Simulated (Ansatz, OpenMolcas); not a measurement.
# From OpenMolcas to Ansatz

OpenMolcas 26.06 runs this on triplet BI3:

calc.input:
```
>>> EXPORT MOLCAS_PRINT=2

&gateway
  baslib = $CurrDir
  coord
  4
  angstrom
  I       -1.308500      -0.295200       1.615600
  B        0.013900      -0.015100      -0.005100
  I        1.876800      -1.006300      -0.030300
  I       -0.526500       1.256300      -1.600500
  basis = def2-SVP
  group = NoSym

&seward
  gridinput
  Grid=UltraFine
  End of Grid

&scf
  uhf
  spin = 3
  ksdft = HYB_GGA_XC_BHANDHLYP
  thresholds = 1e-10 1e-07 1e-07 1e-05
  prorbitals = 1 1
```

```bash
$ export MOLCAS_MEM=1860
$ pymolcas calc.input > calc.log
```

(Basis files named in the input come from the Basis Set Exchange and aren't shown.)

Geometry: relaxed at PBE0-D4/def2-TZVP. That shape belongs to the parent species and isn't relaxed for this state.

It gives a total energy of -917.708639 Eh.

Question: Translate the job to Ansatz 0.2.0 as an input file of the program's own.

Answer: For example:

in.yaml:
```yaml
crystal:
  periodic: [false, false, false]
  atoms:
    - symbol: I
      position_ang: [-1.308500, -0.295200, 1.615600]
    - symbol: B
      position_ang: [0.013900, -0.015100, -0.005100]
    - symbol: I
      position_ang: [1.876800, -1.006300, -0.030300]
    - symbol: I
      position_ang: [-0.526500, 1.256300, -1.600500]
basis:
  gaussian: {orbitals: def2-SVP}
magnetization: {spin_polarized: true, initial_magnetization: 2}
hamiltonian: {xc: {name: BHLYP}}
accuracy: high
output: {orbitals: {seedname: orbitals}}
```

```bash
$ ansatz run in.yaml --threads 1 --pin off --max-ram 3480MiB --events-out events.jsonl --progress --plain --runs-dir runs
```

Its energy is -917.708651 Eh, 0.012 mEh from the first.
